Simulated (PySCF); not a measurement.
Dipole response of Zn¹⁶⁺ (zinc, charge +16)

[Ne] 3s2 3p2, high-spin 3P determinant. Calculation: PySCF 2.14, in an even-tempered Gaussian basis (19 s from 1.2 bohr⁻², ratio 2.5; 12 p from 1.6 bohr⁻², ratio 2.5; 5 d from 7.8 bohr⁻², ratio 2.7; 4 f from 12 bohr⁻², ratio 2.7); the spin-free X2C one-electron Hamiltonian (Gaussian nucleus). Coupled (time-dependent) response in atomic units; α is the mean over directions.

| method | mean α (bohr³) | α xx, yy, zz | C₆ (like pair) | S(−4) |
| --- | --- | --- | --- | --- |
| UHF | 0.1545 | 0.1884, 0.1376, 0.1376 | 0.04738 | 0.03366 |
| PBE0 | 0.1490 | 0.1843, 0.1314, 0.1314 | 0.04512 | 0.03073 |

S(−4) is the Cauchy moment in α(ω) = α(0) + S(−4) ω² + …

α(iu) at UHF:

| u (hartree) | α(iu) (bohr³) |
| --- | --- |
| 0 | 0.1545 |
| 0.300 | 0.1516 |
| 0.600 | 0.1436 |
| 1.20 | 0.1202 |
| 1.80 | 0.09712 |
| 2.40 | 0.07863 |
| 3.00 | 0.06462 |
| 4.50 | 0.04267 |
| 6.00 | 0.03086 |
| 9.00 | 0.01936 |
| 15.0 | 0.01107 |

A single London oscillator, α(iu) = α/(1 + u²/ω²), gives C₆ = (3/4) ω α². Matching the computed C₆ needs ω = 4 × 0.04738 / (3 × 0.1545²) = 2.65 hartree.

For an ion, C₆ is the dispersion term alone; charge-induced terms of lower order in 1/R come first.

The components differ because the open shell of this determinant is not spherical; for a pure term their mean is the scalar polarisability.
